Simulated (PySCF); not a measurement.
# Radial density of W⁶¹⁺ (tungsten, charge +61)

UHF, [Ne] 3s2 3p1, 2P determinant. All numbers are calculated (PySCF 2.14, the non-relativistic Hamiltonian (point nucleus), in an uncontracted even-tempered set (16 s from 16 bohr⁻², ratio 2.5; 10 p from 21 bohr⁻², ratio 2.5; 4 d from 81 bohr⁻², ratio 2.7; 4 f from 120 bohr⁻², ratio 2.7)).

| r (bohr) | 4πr²ρ (e/bohr) | 4πr²(ρα − ρβ) |
| --- | --- | --- |
| 0.000332 | 0.3836 | 0.0000 |
| 0.000558 | 1.049 | 0.0000 |
| 0.000939 | 2.806 | 0.0000 |
| 0.00158 | 7.221 | 0.0002 |
| 0.00266 | 17.42 | 0.0011 |
| 0.00447 | 37.71 | 0.0071 |
| 0.00752 | 68.13 | 0.0439 |
| 0.0126 | 92.08 | 0.2362 |
| 0.0213 | 85.67 | 0.9632 |
| 0.0358 | 83.84 | 2.3254 |
| 0.0602 | 111.9 | 1.6095 |
| 0.101 | 55.95 | 0.5022 |
| 0.170 | 23.55 | 6.7092 |
| 0.286 | 6.298 | 1.8119 |
| 0.482 | 0.07734 | 0.0158 |

A non-relativistic calculation at this Z misses sizeable relativistic shifts. Spin-orbit coupling, absent here, splits the open shell strongly.
